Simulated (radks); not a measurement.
The palladium ion Pd4+, 42 electrons, occupied as [Ar] 3d10 4s1 4p6 4d6 5d1 (not the ground configuration). All-electron calculation, scalar-relativistic Kohn-Sham, BLYP, spin-unpolarised, spherical densities, point nucleus. Program: a radial shooting solver on a logarithmic mesh with Libxc functionals.

Local quantities along the radius. ELF = 1/(1 + alpha^2) is the electron localisation function; alpha = (tau - tau_W)/tau_unif compares the Pauli kinetic energy density with that of the uniform gas; r v_xc is r times the local exchange-correlation potential (hartree bohr); -r V(r) is the screened charge that the Kohn-Sham potential presents (atomic units); 4 pi r^2 rho is in e/bohr. tau is taken from the large components.

| r (bohr) | ELF | alpha | r v_xc | -r V(r) | 4 pi r^2 rho |
|---|---|---|---|---|---|
| 0.003006 | 0.999 | 0.02530 | -0.1614 | 45.38 | 7.606 |
| 0.003472 | 0.999 | 0.02662 | -0.1768 | 45.27 | 9.557 |
| 0.004009 | 0.999 | 0.02834 | -0.1940 | 45.15 | 11.93 |
| 0.00463 | 0.999 | 0.03056 | -0.2131 | 45.01 | 14.78 |
| 0.005348 | 0.999 | 0.03343 | -0.2343 | 44.85 | 18.14 |
| 0.006176 | 0.999 | 0.03715 | -0.2573 | 44.67 | 22.05 |
| 0.007132 | 0.998 | 0.04204 | -0.2822 | 44.46 | 26.49 |
| 0.008303 | 0.998 | 0.04899 | -0.3103 | 44.20 | 31.68 |
| 0.009589 | 0.997 | 0.05797 | -0.3383 | 43.93 | 36.94 |
| 0.01107 | 0.995 | 0.07042 | -0.3672 | 43.61 | 42.31 |
| 0.01279 | 0.992 | 0.08808 | -0.3965 | 43.25 | 47.50 |
| 0.01477 | 0.987 | 0.1138 | -0.4252 | 42.85 | 52.13 |
| 0.01706 | 0.977 | 0.1522 | -0.4525 | 42.39 | 55.78 |
| 0.0197 | 0.957 | 0.2112 | -0.4773 | 41.88 | 58.07 |
| 0.02275 | 0.916 | 0.3034 | -0.4987 | 41.30 | 58.74 |
| 0.02628 | 0.833 | 0.4478 | -0.5160 | 40.66 | 57.78 |
| 0.03059 | 0.683 | 0.6811 | -0.5300 | 39.91 | 55.43 |
| 0.03533 | 0.509 | 0.9831 | -0.5403 | 39.11 | 52.74 |
| 0.0408 | 0.372 | 1.300 | -0.5506 | 38.23 | 50.74 |
| 0.04712 | 0.314 | 1.476 | -0.5670 | 37.27 | 50.60 |
| 0.05441 | 0.341 | 1.390 | -0.6016 | 36.22 | 53.11 |
| 0.06284 | 0.445 | 1.117 | -0.6623 | 35.10 | 58.28 |
| 0.07258 | 0.587 | 0.8385 | -0.7367 | 33.89 | 64.94 |
| 0.08382 | 0.703 | 0.6500 | -0.8054 | 32.58 | 70.97 |
| 0.0968 | 0.758 | 0.5652 | -0.8569 | 31.17 | 73.89 |
| 0.1127 | 0.743 | 0.5876 | -0.8870 | 29.59 | 71.80 |
| 0.1301 | 0.645 | 0.7420 | -0.8917 | 28.01 | 65.26 |
| 0.1503 | 0.469 | 1.063 | -0.8802 | 26.36 | 56.89 |
| 0.1736 | 0.326 | 1.436 | -0.8692 | 24.64 | 50.50 |
| 0.2005 | 0.315 | 1.475 | -0.8941 | 22.89 | 48.99 |
| 0.2315 | 0.441 | 1.125 | -0.9878 | 21.16 | 52.32 |
| 0.2674 | 0.623 | 0.7778 | -1.099 | 19.43 | 57.10 |
| 0.3088 | 0.740 | 0.5923 | -1.171 | 17.71 | 58.46 |
| 0.3566 | 0.772 | 0.5436 | -1.186 | 16.06 | 53.29 |
| 0.4151 | 0.709 | 0.6413 | -1.138 | 14.44 | 41.64 |
| 0.4794 | 0.503 | 0.9949 | -1.046 | 13.00 | 29.06 |
| 0.5537 | 0.245 | 1.754 | -0.9498 | 11.67 | 19.64 |
| 0.6395 | 0.184 | 2.104 | -0.8960 | 10.43 | 15.44 |
| 0.7385 | 0.349 | 1.367 | -0.9792 | 9.377 | 15.22 |
| 0.8529 | 0.610 | 0.8004 | -1.098 | 8.432 | 15.98 |
| 0.985 | 0.718 | 0.6274 | -1.137 | 7.544 | 15.28 |
| 1.138 | 0.703 | 0.6494 | -1.108 | 6.776 | 12.58 |
| 1.314 | 0.602 | 0.8129 | -1.025 | 6.156 | 8.853 |
| 1.529 | 0.400 | 1.225 | -0.9006 | 5.653 | 5.188 |
| 1.766 | 0.174 | 2.175 | -0.7778 | 5.300 | 2.745 |
| 2.04 | 0.047 | 4.507 | -0.6910 | 5.058 | 1.377 |
| 2.356 | 0.017 | 7.689 | -0.6368 | 4.890 | 0.7753 |
| 2.721 | 0.018 | 7.412 | -0.5792 | 4.744 | 0.5594 |
| 3.142 | 0.030 | 5.708 | -0.5605 | 4.656 | 0.4541 |
| 3.629 | 0.034 | 5.360 | -0.5272 | 4.575 | 0.3359 |
| 4.191 | 0.024 | 6.440 | -0.4862 | 4.506 | 0.2024 |
| 4.84 | 0.011 | 9.584 | -0.4414 | 4.448 | 0.09421 |
| 5.634 | 0.003 | 18.38 | -0.3598 | 4.361 | 0.03027 |
| 6.507 | 0.001 | 43.29 | -0.2688 | 4.269 | 0.007244 |
| 7.515 | 0.000 | 131.9 | -0.2054 | 4.205 | 0.001178 |
| 8.679 | 0.000 | 538.3 | -0.1551 | 4.155 | 0.0001238 |

On this mesh the ELF has minima near r = 0.047, 0.20, 0.64 bohr, which separate the shells, and maxima near 0.0013 (1.00), 0.097 (0.76), 0.36 (0.77), 0.98 (0.72).

Self-consistent cycle (total energy in hartree, residual of the potential): 1: -5027.664217, 1e+01; 2: -5034.976047, 6e+00; 3: -5037.693355, 4e-01; 4: -5037.704688, 3e-01; 5: -5037.713648, 3e-02; 6: -5037.713758, 4e-03; 7: -5037.713774, 5e-05; 8: -5037.713774, 5e-05; 9: -5037.713773, 1e-07; 10: -5037.713773, 2e-07; 11: -5037.713773, 7e-08; 12: -5037.713773, 2e-08; 13: -5037.713773, 1e-08; 14: -5037.713773, 6e-10.
